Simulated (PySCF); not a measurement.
Molecule: C2H9OSi2 (charge -1, singlet). It need not be the lowest isomer of its formula. Whether it binds its extra electron was not tested at this geometry. 
Structure (B3LYP-D3(BJ)/def2-TZVP (Ansatz) minimum search):
SMILES: C[Si-](O[SiH3])C
```xyz
14

Si    -1.1143    -0.2822    -0.6283
C     -1.2390     1.6682    -0.5543
C     -1.4073    -0.5736     1.2870
O      0.6619    -0.4022    -0.6418
Si     1.9411    -0.2263     0.3036
H     -2.2786     1.9684    -0.3706
H     -0.9359     2.1190    -1.5055
H     -0.6172     2.1029     0.2409
H     -1.2076    -1.6125     1.5707
H     -0.7887     0.0767     1.9235
H     -2.4577    -0.3698     1.5305
H      3.1995    -0.2684    -0.5056
H      2.0905    -1.3050     1.3300
H      2.0047     1.0576     1.0700
```
Charge -1, spin multiplicity 1.

Dispersion corrections to the total energy (kcal/mol) from the dftd3 and dftd4 libraries through PySCF: D3(BJ) without and D4 with the three-body term, each with the damping fitted for the functional named.

```tsv
functional	D3(BJ)	D4
PBE	-7.86	(withheld)
BLYP	-17.02	-19.69
HSE06	-5.72	(withheld)
B2GP-PLYP	-5.95	-3.95
PW6B95	-4.52	-7.50
revPBE	-18.99	(withheld)
TPSS	-10.12	-12.28
```

Problem. Complete the blanks.

Solution. 
- PBE, D4: -9.12
- HSE06, D4: -7.29
- revPBE, D4: -26.56
